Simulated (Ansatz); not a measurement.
Stepwise reaction of `C[NH][Al]([Cl])[Cl]` with hydrogen, as a gas-phase model of exchange steps in deposition or etching. ΔE in kJ/mol; ΔG adds harmonic PBE0-D4 terms to CCSD(T)/CBS, at 1 bar.

Calculated with Ansatz (gas phase, PBE0-D4/def2-TZVP geometries, no zero-point term in ΔE). CCSD(T)/CBS adds triple-zeta CCSD(T) − MP2 to the extrapolated MP2 energy (def2 sets, frozen cores). This one scheme is used for every species. Functionals use def2-TZVPP. B3LYP here is the variant with VWN-RPA as its local correlation; programs differ in this. One conformer a species, not always the lowest.

```
step                                             reaction  PBE-D4  B3LYP-D4  ωB97M-V  CCSD(T)/CBS  ΔG(500 K)
   1  `C[NH][Al]([Cl])[Cl]` + H₂ → `C[NH][AlH][Cl]` + HCl   134.8     137.9    138.1        140.6      132.3
```

Problem. Give the row of step 2, `C[NH][AlH][Cl]` + H₂ → `C[NH][AlH2]` + HCl. (Estimate.)

Solution. Ansatz gave: 
| step | reaction | PBE-D4 | B3LYP-D4 | ωB97M-V | CCSD(T)/CBS | ΔG(500 K) |
| --- | --- | --- | --- | --- | --- | --- |
| 2 | `C[NH][AlH][Cl]` + H₂ → `C[NH][AlH2]` + HCl | 146.4 | 149.2 | 150.1 | 152.1 | 143.7 |

Problem. By hand: ΔE of the 2 steps together at CCSD(T)/CBS.

Solution. (140.6) + (152.1) = 292.7 kJ/mol, or 146.3 kJ/mol a step.

In ΔE each step is higher than the one before. All are uphill at CCSD(T)/CBS. ΔG lies between 132.3 and 143.7 kJ/mol a step. PBE-D4 differs from CCSD(T)/CBS by -5.8 to -5.7 kJ/mol a step. Isolated molecules leave out the surface, adducts and barriers. Largest T1 diagnostic: 0.012.
